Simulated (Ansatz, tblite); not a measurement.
Forces on SnTe₂⁺ at its PBE0-D4/def2-SVP geometry. Charge 1, multiplicity 2.

In the def2 sets Sn, Te take a core potential; there is no spin–orbit coupling. The xTB rows come from tblite. The structure comes from a short search, and lower isomers may exist.

GFN1-xTB (tblite), largest force 0.66 eV/Å:

```xyz
3
positions Å, forces eV/Å
Sn   -0.700    1.512   -0.010    0.278   -0.601    0.004
Te   -0.524   -1.155    0.945   -0.122    0.308   -0.020
Te    1.225   -0.357   -0.935   -0.156    0.293    0.016
```

GFN2-xTB (tblite), largest force 0.52 eV/Å:

```
Sn 0.132 -0.285 0.002
Te -0.387 -0.004 0.344
Te 0.255 0.289 -0.346
```

r2SCAN-D4/def2-TZVP (Ansatz), largest force 0.15 eV/Å:

```
Sn 0.064 -0.139 0.001
Te 0.041 0.103 -0.079
Te -0.105 0.036 0.078
```
